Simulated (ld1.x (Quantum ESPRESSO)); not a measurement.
## Transferability test, TM potential for sulfur

* Element: S (Z = 16)
* Generator: ld1.x (Quantum ESPRESSO) 7.5
* Type: norm-conserving Troullier–Martins (Kleinman–Bylander form)
* Functional: PBE
* Relativity: scalar-relativistic
* Frozen core: [Ne]
* Valence charge: 6
* Reference configuration: 3s2 3p4
* Partial waves: 3p (bound): rc 1.20 bohr; 3s (bound): rc 1.10 bohr
* Local potential: the s channel
* Core correction: a·sin(br)/r model core inside 1.30 bohr

Energies are relative to the spin-unpolarised reference configuration 3s2 3p4; without spin polarisation the order of configurations can differ from experiment.

| valence configuration | charge | ΔE all-electron (eV) | error AE − PS (meV) |
| --- | --- | --- | --- |
| 3s2 3p3 | +1 | 11.769 | +3.4 |
| 3s2 3p2 | +2 | 34.053 | +22 |
| 3s1 3p5 | 0 | 10.311 | +1.1 |
| 3s2 3p3.5 | +0.5 | 4.660 | +0.6 |
| 3s2 3p4.3 | -0.3 | -1.709 | +0.3 |
| 3s1 3p4 | +1 | 22.648 | +6.6 |

(1) What are ΔE and the potential's error for 3s2 3p1?

Answers

(1) ΔE = 68.094 eV all-electron; the error (AE − PS) is +64 meV.
